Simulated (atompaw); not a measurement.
Ranking PAW (atompaw) potentials for Dy

All share these settings but for the change named:

atompaw 4.2.0.5 input, output lines left out:

```
Dy 66
LDA-PW scalarrelativistic loggrid 2001 logderivrange -6 5 276
6 6 5 4 0 0
6 0 1
6 1 0
5 2 1
4 3 10
0 0 0
c
c
c
c
v
v
c
c
c
v
v
c
c
v
v
3
3.00 2.75 2.35 2.50
n
n
y
0.45
n
y
1.2
n
bloechl sinc
4 0.5 troulliermartins
```

Cutoff: the first of the cutoffs (Ry, on a coarse ladder) from which the occupation-weighted sum of valence levels, in a spherical-Bessel basis at the reference potential, stays within 10 and 1 mRy of its value at 400 Ry; the density cutoff is not measured.

The base gives 35 Ry.

Of 7 variants that were run, those that failed, showed a ghost or another fault, or gave nearly equal values are left out.

A variant can come out equal or close to the base.

Task: Rank these variants from softest to hardest (loose cutoff).
A. local potential troulliermartins scheme with l = 4 at 0.5 Ry, radius 2.38 bohr
B. local potential troulliermartins scheme with l = 4 at 0.5 Ry, radius 1.90 bohr
C. local potential troulliermartins scheme with l = 4 at 0.5 Ry, radius 2.14 bohr
D. local potential troulliermartins scheme with l = 4 at 0.5 Ry, radius 2.88 bohr

Result: D (30 Ry), A (35 Ry), C (45 Ry), B (55 Ry).
